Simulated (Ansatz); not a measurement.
Species: C2H10OSi2 (charge 0, singlet). 
Geometry from a B3LYP-D3(BJ)/def2-TZVP (Ansatz, a first-principles code) optimisation:
```
O
Si 1 1.6405
Si 1 1.6405 2 147.22
H 3 1.4845 1 109.29 2 60.66
H 2 1.4845 1 109.30 3 -60.48
H 3 1.4846 4 108.28 1 118.97
H 2 1.4846 5 108.28 1 -118.97
C 2 1.8623 5 110.45 7 -121.06
H 8 1.0917 2 110.90 5 -59.90
H 8 1.0917 9 108.20 2 121.85
H 8 1.0927 9 108.10 10 116.84
C 3 1.8623 4 110.45 6 121.07
H 12 1.0917 3 110.92 4 -179.53
H 12 1.0917 13 108.20 3 121.84
H 12 1.0927 13 108.10 14 116.84
```
Charge 0, spin multiplicity 1.

Atomisation energy built up term by term with Ansatz (kcal/mol; UHF references for open shells; valence terms freeze the core; atomic spin-orbit terms are left out). CBS(X,Y): correlation extrapolated as X^-3; Hartree-Fock from the larger set.

```tsv
term	basis	kcal/mol
Hartree-Fock	cc-pV(Q+d)Z	1005.72
CCSD correlation	CBS(cc-pV(T+d)Z,cc-pV(Q+d)Z)	292.69
(T)	CBS(cc-pV(T+d)Z,cc-pV(Q+d)Z)	14.15
core correlation	cc-pwCVTZ	2.57
scalar relativity (X2C)	cc-pVTZ-DK against cc-pVTZ	-2.18
sum: De		1313.0
```

(T) makes 1.1 % of the CCSD(T) atomisation energy; under 5 % is typical of single-reference molecules.
